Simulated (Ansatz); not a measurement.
Task: Name a neutral molecule of B, C, S and H with HOMO energy (PBE/def2-TZVPP) between -6.05 and -5.75 eV and size of the dipole moment (B3LYP/def2-TZVPP) between 0.20 and 0.50 D (Ansatz, PBE0-D4/def2-TZVP geometry).

Result: `SCC1BS1` (-5.82 eV, 0.41 D). Other molecules can fit too; these were computed, each in one conformer that needn't be the lowest.

B3LYP here is the variant with VWN-RPA as its local correlation; programs differ in this.
